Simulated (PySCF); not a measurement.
The same groups moved round the core (propene cyano+boryl). Isolated molecules, 0 K electronic values unless said otherwise. One relaxed conformer stands for each flexible species; it need not be the lowest. Strings in code marks are SMILES.

Method: CAM-B3LYP-D3(BJ)/def2-TZVP (PySCF 2.14.0). All candidates: neutral, multiplicity 1. 

```yaml
LUMO: -1.87 eV
HOMO: -9.56 eV
HOMO–LUMO gap: 7.69 eV
```

Identify which member has these values.
(A) `BC(=C)CC#N`
(B) `B/C=C(\C)C#N`
(C) `BC/C=C\C#N`
(D) `B/C(C)=C\C#N`

D, `B/C(C)=C\C#N`. The others give `BC/C=C\C#N`: -0.68 eV, -9.15 eV, 8.47 eV; `BC(=C)CC#N`: -1.35 eV, -10.08 eV, 8.73 eV; `B/C=C(\C)C#N`: -1.96 eV, -9.77 eV, 7.81 eV
